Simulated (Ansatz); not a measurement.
`NBO[SiH3]` and `[SiH3]BO[SiH3]` differ in one atom or group.

Ansatz, PBE0-D4/def2-TZVP geometries, multiplicity 1. Each molecule was computed in one conformer, which needn't be the lowest.

| property | `NBO[SiH3]` |
| --- | --- |
| HOMO energy (PBE0/def2-TZVPP) / eV | -7.95 |
| HOMO–LUMO gap (B3LYP/def2-TZVPP) / eV | 7.94 |
| size of the dipole moment (PBE/def2-TZVPP) / D | 1.41 |
| size of the dipole moment (B3LYP/def2-TZVPP) / D | 1.32 |
| HOMO energy (PBE/def2-TZVPP) / eV | -6.55 |
| LUMO energy (PBE/def2-TZVPP) / eV | -0.39 |

Problem. Give the same properties after the change, and the shifts. (Estimate.)

Solution. The calculation gave: 
```csv
property,`[SiH3]BO[SiH3]`,shift
HOMO energy (PBE0/def2-TZVPP) / eV,-7.65,0.30
HOMO–LUMO gap (B3LYP/def2-TZVPP) / eV,6.00,-1.94
size of the dipole moment (PBE/def2-TZVPP) / D,1.69,0.28
size of the dipole moment (B3LYP/def2-TZVPP) / D,1.67,0.35
HOMO energy (PBE/def2-TZVPP) / eV,-6.40,0.15
LUMO energy (PBE/def2-TZVPP) / eV,-2.24,-1.85
```

With PBE0 the HOMO rises by 0.30 eV and the LUMO falls by 1.74 eV, so the gap narrows by about 2.04 eV. PBE moves the HOMO by 0.15 eV and ωB97M-V by 0.48 eV. The zero-point energy changes by -9.2 kJ/mol with +3 modes. Dipoles are sizes alone; their direction can turn.

B3LYP here is the variant with VWN-RPA as its local correlation; programs differ in this.
